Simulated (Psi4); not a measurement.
Which level was it?

SiN2H4F2 has 9 atoms, charge 0, and is taken as a singlet. SMILES: `N[Si](N)(F)F`. The shape was relaxed beforehand at PBE0/def2-TZVP. This is one conformer, not always the lowest.

```tsv
atom	x (Å)	y (Å)	z (Å)
N	-1.0333	0.6862	-0.7004
Si	0.4452	0.0071	-0.2649
N	0.3133	-0.7618	1.2278
F	0.8594	-0.9055	-1.5009
F	1.6692	1.0111	-0.1048
H	-1.5488	1.2725	-0.0671
H	-1.2726	0.8530	-1.6628
H	-0.4249	-1.4178	1.4158
H	1.1133	-0.9004	1.8211
```

Orbital energies are those of the mean-field step.

A calculation with Psi4 1.11 gave:

| Property | Result |
| --- | --- |
| total energy | -600.5199 Eh |
| HOMO energy | -11.87 eV |
| LUMO energy | 3.29 eV |
| HOMO–LUMO gap | 15.17 eV |

Task: Which of these levels gave the numbers?
A. PBE0-D4/def2-TZVPP (density fitting)
B. CCSD(T)/def2-TZVPP (density fitting, density fitting for correlation)
C. B3LYP-D4/def2-TZVPP (density fitting)
D. MP2/def2-QZVPP (density fitting, density fitting for correlation)

Result: B. The others give -600.5818 Eh (MP2/def2-QZVPP (density fitting, density fitting for correlation)), -601.0316 Eh (PBE0-D4/def2-TZVPP (density fitting)), -601.5001 Eh (B3LYP-D4/def2-TZVPP (density fitting)).
